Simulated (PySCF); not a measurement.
SbHF2, SMILES [F][SbH][F].

Coordinates come from a B3LYP-D3(BJ)/def2-TZVP optimisation. The def2 effective core potentials stand for the cores of Sb; spin–orbit coupling is left out.

Method: PBE/def2-TZVPD run with PySCF.

Gas-phase values at a fixed geometry.

Computed frontier levels, gap, dipole moment and polarisability:
```
Quantity                                                                                                        Value
---------------------------------------------------------------------------------------------  ----------------------
highest occupied level                                                                                       -7.19 eV
lowest empty level                                                                                           -2.64 eV
orbital gap                                                                                                   4.55 eV
dipole moment                                                                                                  3.17 D
quadrupole, principal values (traceless, Buckingham form, about the centre of nuclear charge)   -3.48, 0.62, 2.87 D·Å
mean static polarisability                                                                       41.9 bohr³ (6.22 Å³)
polarisability, principal values                                                               39.5, 41.8, 44.5 bohr³
```
